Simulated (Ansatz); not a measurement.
Input file for Ansatz (an electronic-structure program): R-BLYP/def2-TZVPP on CH4OPb (SMILES C[O][PbH]), a point of a torsion scan. Elements past Kr take the def2 small-core potentials; no spin–orbit coupling.

Ansatz 0.2 input:
```yaml
crystal:
  periodic: [false, false, false]
  atoms:
    - {symbol: C, position_ang: [-0.87410989, -0.16614493, 0.03564384]}
    - {symbol: O, position_ang: [0.06436821, 0.84478158, -0.00971103]}
    - {symbol: Pb, position_ang: [2.22472622, 0.78231439, -0.20545367]}
    - {symbol: H, position_ang: [-0.44258793, -1.17671709, -0.04222255]}
    - {symbol: H, position_ang: [-1.59167846, -0.03992844, -0.78645560]}
    - {symbol: H, position_ang: [-1.43268773, -0.10827189, 0.97968120]}
    - {symbol: H, position_ang: [2.37262469, 2.61389970, -0.14860307]}
basis:
  gaussian:
    orbitals: def2-TZVPP
hamiltonian:
  xc: {name: BLYP}
scf: {lower_state_search: off}
```

The log:

```
WARN ansatz: RAYON_NUM_THREADS=1 ignored (pool sized by the plan → 1); use --threads N
Functional definition: BLYP
these checks for a lower state are left out or cut short: stability, starts, cluster_reference, orbital_swaps, neighbouring_geometries, increment
integrals: 0.07 GiB planned
949 factors; their error is unknown
mean field: 0.54 GiB planned
mean field evaluation 1: about -8384.2167 eV, gradient 7.6e1 eV
mean field evaluation 2: about -8156.4142 eV, gradient 2.3e2 eV
mean field evaluation 4: about -8395.6376 eV, gradient 2.9e1 eV
mean field evaluation 8: about -8397.0356 eV, gradient 5.1e-1 eV
mean field evaluation 16: about -8397.0246 eV, gradient 2.4e-4 eV
mean field -8397.02464930 eV, -308.5849641542 hartree, gradient 5.7e-6 eV, S^2 0.000000; 0 other end points of the search recorded, 0 dependent functions left out
reference -8397.02500823 eV, -308.5849773444 hartree; 20, 20 occupied and 148, 148 virtual orbitals, 949 factors
Total energy: -8397.02500823 eV, -308.5849773444 hartree
Checks for a lower state left out: stability, starts, cluster_reference, orbital_swaps, neighbouring_geometries, increment
```

The calculation finished and met its thresholds.

Cost: very roughly 2.3 core-seconds.
